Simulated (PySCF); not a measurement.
A TDDFT job was run through a driver script with this input:

```
{"job": {"kind": "uv", "xc": "PBE0", "basis": "def2-SVPD", "nstates": 8, "ntriplets": 3}, "charge": 0, "multiplicity": 1}
C      2.710522    -0.219948    -0.321791
C      1.635577    -0.432851     0.176791
B      0.267279    -0.692656     0.797380
O     -0.825937    -0.074192     0.321445
Ga    -2.173022     0.757924    -0.343272
H      3.656681    -0.042535    -0.747627
H      0.174599    -1.443672     1.702812
H     -2.919087     0.035193    -1.487471
H     -2.513050     2.118730     0.303792
```

Method: TDDFT PBE0/def2-SVPD, vertical, gas phase, core orbitals frozen in the response in PySCF 2.14.0, density-fitted response routines. Job line and output are in the format of a driver script around the code.

Task: Give the output without the SCF cycles.

Result: 
```
converged SCF energy = -2102.6917589241

Static polarisability (au): isotropic 68.421, principal 54.664 59.647 90.951

Singlet excitations
state   eV       nm        f      main configurations
  1   5.0705    244.5   0.00028   H->L+1 0.98
  2   5.6184    220.7   0.00027   H-1->L 0.63, H-3->L 0.27, H-2->L+1 0.09
  3   5.7612    215.2   0.00178   H-2->L+1 0.89
  4   5.8524    211.9   0.03325   H->L 0.88, H-1->L+1 0.09
  5   5.9499    208.4   0.11005   H-1->L+1 0.64, H->L 0.12, H->L+2 0.10
  6   6.2611    198.0   0.09854   H-2->L 0.94
  7   6.2876    197.2   0.00057   H-3->L 0.69, H-1->L 0.30
  8   6.8542    180.9   0.09753   H-3->L+1 0.88

Triplet excitations (Tamm-Dancoff, eV): 4.4705 4.6588 5.2302
```

Isolated species at its GFN2-xTB geometry, gas phase. Relativistic effects, spin–orbit coupling among them, are left out although an element past zinc is present.

H and L stand for HOMO and LUMO.

On one thread, Intel Xeon 6975P-C (x86_64), no GPU, shared host with 192 logical CPUs at a one-minute load of 69, this took 9.9 s and 0.63 GiB of memory at its peak.
